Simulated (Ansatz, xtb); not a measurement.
# Isomers of H5InO4Si in order of energy

3 gas-phase structures of H5InO4Si, from a drawn sample of its isomers (lower ones may exist). Each was relaxed with GFN2-xTB; where two conformers were screened, the lower at r2SCAN-D4/def2-SVP is listed:

A. a singlet given by its coordinates
B. `[OH][InH][Si](O)(O)O`, a singlet
C. a singlet given by its coordinates

A (Å):

```tsv
atom	x (Å)	y (Å)	z (Å)
In	1.0375	-2.4797	0.2576
O	-1.8191	0.1906	1.5012
O	0.1702	1.3527	0.2709
O	-0.5490	-0.9536	-0.6124
O	0.6094	-1.0048	1.6533
Si	-0.3683	-0.0700	0.8214
H	-2.1877	-0.5081	2.0358
H	0.2009	2.0782	0.8862
H	-0.9586	-0.4646	-1.3287
H	0.0683	-3.8348	0.4962
H	2.4419	-2.1747	-0.6130
```

Close contacts (Å): In1–O4 2.37, In1–O5 2.08, In1–Si6 2.85, O2–Si6 1.62, O3–Si6 1.62, O4–Si6 1.69, O5–Si6 1.59, In1–H10 1.68, In1–H11 1.68, O2–H7 0.95, O3–H8 0.95, O4–H9 0.96.

C (Å):

```xyz
11

In   -1.6860    1.8176    0.5180
O    -2.4535    0.4290    1.6201
O    -0.7604    0.9567   -1.1177
O     1.6534   -0.2180   -0.5601
O     0.7319    1.8247    0.7403
Si    0.7814    1.1324   -0.7868
H    -2.1703   -0.4220    1.2773
H    -1.8935    3.4596    0.4321
H     1.4650    2.0688   -1.6622
H     1.6343   -0.8891   -1.2334
H     1.5468    1.7755    1.2412
```

Close contacts (Å): In1–O2 1.93, In1–O3 2.07, In1–O5 2.43, In1–Si6 2.87, O3–Si6 1.59, O4–Si6 1.62, O5–Si6 1.68, In1–H7 2.41, In1–H8 1.66, O2–H7 0.96, O4–H10 0.95, O5–H11 0.96, Si6–H9 1.45.

**Question.** Make a reasoned guess at their ranking by r2SCAN-D4/def2-SVP single-point energy.

**Answer.** Calculated order at r2SCAN-D4/def2-SVP: A (0.0), C (23.2), B (36.9) kcal/mol.

Energies above the lowest of each column, in kcal/mol; the last columns are at PBE0-D4/def2-SVP geometries:

| structure | GFN2-xTB | HF/STO-3G | r2SCAN-D4/def2-SVP | PBE0-D4/def2-SVP | CCSD(T)/def2-SVP + ΔMP2/def2-TZVPP |
| --- | --- | --- | --- | --- | --- |
| A | 0.0 | 0.0 | 0.0 | 0.0 | 0.0 |
| C | 10.7 | 13.0 | 23.2 | 21.7 | 20.9 |
| B | 29.0 | 52.1 | 36.9 | 29.1 | 31.7 |

Every level run on A puts it lowest or level with the lowest. Flexible structures stand in one conformer each, not always the lowest. The ΔMP2 step shifts differences by up to 7.0 kcal/mol, which makes them less sure. Atoms past krypton carry core potentials in the def2 sets, without spin–orbit terms. ΔMP2 is the change of the MP2 energy from the smaller to the larger basis.

Programs: Ansatz 0.2.0, xtb 6.7.1.
